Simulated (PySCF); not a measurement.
## Radial density of B (boron, neutral)

TPSS, [He] 2s2 2p1, 2P determinant. All numbers are calculated (PySCF 2.14, the non-relativistic Hamiltonian (point nucleus), in def2-TZVPPD).

```tsv
r (bohr)	4πr²ρ (e/bohr)	4πr²(ρα − ρβ)
0.00489	0.02062	0.0000
0.00823	0.05662	0.0000
0.0138	0.1511	0.0000
0.0233	0.3895	0.0000
0.0392	0.9402	0.0000
0.0659	2.044	0.0002
0.111	3.719	0.0012
0.186	5.058	0.0066
0.314	4.275	0.0286
0.527	1.788	0.1065
0.887	0.9858	0.2840
1.49	1.484	0.4283
2.51	0.8585	0.2786
4.22	0.1237	0.0587
7.10	0.003139	0.0022
```
